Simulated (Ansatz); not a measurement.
`[F][Ge]([F])([F])[O][SiH3]`, one more setting.

```yaml
crystal:
  periodic: [false, false, false]
  atoms:
    - {symbol: F, position_ang: [2.719990, -0.712025, -0.029060]}
    - {symbol: Ge, position_ang: [1.065934, -0.835352, -0.661303]}
    - {symbol: F, position_ang: [1.058395, 0.128019, -2.059539]}
    - {symbol: F, position_ang: [0.864567, -2.381612, -1.099069]}
    - {symbol: O, position_ang: [-0.004684, -0.384360, 0.572205]}
    - {symbol: Si, position_ang: [-1.125528, 0.798834, 0.784856]}
    - {symbol: H, position_ang: [-2.184952, 0.677583, -0.296842]}
    - {symbol: H, position_ang: [-0.532272, 2.206704, 0.619863]}
    - {symbol: H, position_ang: [-1.713911, 0.626766, 2.113290]}
basis:
  gaussian: {orbitals: 6-31G}
hamiltonian: {xc: {name: wB97M-V}}
accuracy: high
output: {forces: true}
```

```sh
$ ansatz run in.yaml --threads 4 --pin off --events-out ev --progress --plain --max-ram 11315MiB
```

It prints (some lines left out):

```
Functional definition: wB97M-V
1809 factors; integrals over basis functions are off by at most 5.6e-9 eV
387 factors; integrals over basis functions are off by at most 2.1e-9 eV
mean field evaluation 1: about -74620.0817 eV, gradient 6.1e1 eV
mean field evaluation 2: about -74619.9004 eV, gradient 6.8e1 eV
mean field evaluation 4: about -74626.5876 eV, gradient 2.7e0 eV
mean field evaluation 8: about -74626.6883 eV, gradient 1.8e-1 eV
mean field evaluation 16: about -74626.6884 eV, gradient 1.5e-4 eV
mean field -74626.68838557 eV, -2742.4802143837 hartree, gradient 7.0e-8 eV, S^2 0.000000; 0 other end points of the search recorded, 0 dependent functions left out
reference -74626.68839171 eV, -2742.4802146092 hartree; 42, 42 occupied and 42, 42 virtual orbitals, 1809 factors
Total energy: -74626.68839171 eV, -2742.4802146092 hartree
Atom 0 at     2.719990    -0.712025    -0.029060 Å, force    -0.929774    -0.034781    -0.413780 eV/Å
Atom 1 at     1.065934    -0.835352    -0.661303 Å, force     2.979007     2.847298     2.501927 eV/Å
Atom 2 at     1.058395     0.128019    -2.059539 Å, force    -0.318748     0.882946    -1.005924 eV/Å
Atom 3 at     0.864567    -2.381612    -1.099069 Å, force    -0.717371    -4.468431    -1.364282 eV/Å
Atom 4 at    -0.004684    -0.384360     0.572205 Å, force     1.269297    -1.251164    -0.475954 eV/Å
Atom 5 at    -1.125528     0.798834     0.784856 Å, force    -2.290648     2.805312    -0.070347 eV/Å
Atom 6 at    -2.184952     0.677583    -0.296842 Å, force     0.251170    -0.043719     0.283453 eV/Å
Atom 7 at    -0.532272     2.206704     0.619863 Å, force    -0.088768    -0.692584     0.126611 eV/Å
Atom 8 at    -1.713911     0.626766     2.113290 Å, force    -0.154164    -0.044876     0.418295 eV/Å
Dipole moment:    -0.594237     0.334923     0.192588 e Å
```

It took 39 s on 4 threads of an Arm Neoverse V2 on a shared host, with 0.71 GiB of host memory at the peak.
